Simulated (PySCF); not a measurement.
Unknown compound

The spectra below were simulated for a compound C6H11ClOSi2.

1H NMR (400 MHz, computed): δ 7.39 (m, 1H), 6.87 (m, 1H), 5.67 (d, 1H), 4.78 (m, 1H), 4.54 (m, 1H), 3.89 (s, 3H), 2.11 (s, 3H).

13C{1H} NMR (computed): δ 156.8, 156.2, 112.2, 84.4, 51.1, 6.1.

PySCF calculation with NMR shieldings at PBE0/pcSseg-1/GIAO and GFN2-xTB structure; rapidly exchanging positions averaged, a single conformation, isolated molecule, no relativistic terms.

References, each an isolated molecule treated in the same way: 1H (31.72 ppm) and 13C (186.93 ppm) vs TMS.

Choose the structure that fits.
A. C#C[Si@@]1(Cl)CCC[Si@H](O)C1
B. CC#C/C(=C\[SiH2]OC)[SiH2]Cl
C. CC#C[SiH2]/C=C\[Si@@H](Cl)OC

## Answers

C. 

- The formula gives 3 degrees of unsaturation (no ring in the answer).
- 6 carbon signals for 6 carbons: no two carbons are equivalent.
- Carbon types of the structure: 2 × C, 2 × CH, 2 × CH3, leaving 3 H on heteroatoms.
- δC 156.8, 156.2: alkene CH; the olefinic region.
- δC 112.2, 84.4: alkyne carbon.
- δC 51.1: methyl carbon bonded to O; pulled downfield by the heteroatom.
- δC 6.1: propargylic methyl carbon; a saturated carbon with 1 carbon neighbour and no heteroatom attached.
- δH 7.39, 6.87: hydrogen on an alkene CH; attached to an sp2 carbon and in the plane of the double bond.

The others: C#C[Si@@]1(Cl)CCC[Si@H](O)C1 would give 10 signals for carbon-bound and other non-exchanging H, not 7; CC#C/C(=C\[SiH2]OC)[SiH2]Cl would give 5 signals for carbon-bound and other non-exchanging H, not 7.

Shifts are as computed. Against solution values, carbons near 30 ppm lie about +3 ppm off and those near 130 ppm about +5 ppm. Of 1211 compounds with measured shifts, 218 miss one by over three times the rms of a fit or turn the order of signals round; such compounds aren't used in these exercises. No couplings were computed; multiplicities are counted from neighbouring protons, with m where these are inequivalent, close in shift, in a saturated or five-membered ring or joined by F or P, and br s for small geminal =CH2 splittings.
